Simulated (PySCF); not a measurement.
Dissociation curve of SMILES [BH3-][NH3+] (H₆BN). The B1–N5 bond (B1 also carries H, H, H; N5 carries H, H, H) is varied alone, starting from the PBE0/def2-TZVP optimised geometry.

- UKS-CAM-B3LYP = unrestricted CAM-B3LYP/cc-pVDZ (PySCF)
- UHF/LANL2DZ = PySCF 2.14.0 with unrestricted Hartree-Fock/LANL2DZ
- UCCSD(T) = CCSD(T) on UHF/cc-pVDZ, 2 core orbitals frozen run with PySCF 2.14.0

Energies relative to the lowest point of each curve near equilibrium, in kcal/mol:

```csv
R / Å,UKS-CAM-B3LYP,UHF/LANL2DZ
1.39,17.0,24.4
1.54,2.1,4.7
1.64,0.0,0.4
1.67,0.1,0.0
1.79,2.5,0.6
1.91,6.7,3.6
2.03,11.5,7.5
2.20,18.3,13.3
2.74,34.5,26.6
2.97,38.7,29.9
4.88,50.0,37.7
5.68,50.5,38.2
```

**Question.** Estimate the UCCSD(T) values at these points.

**Answer.** 1.39: 19.5; 1.54: 2.9; 1.64: 0.1; 1.67: 0.0; 1.79: 1.9; 1.91: 5.8; 2.03: 10.5; 2.20: 17.2; 2.74: 33.2; 2.97: 37.3; 4.88: 47.8; 5.68: 48.3 (kcal/mol).
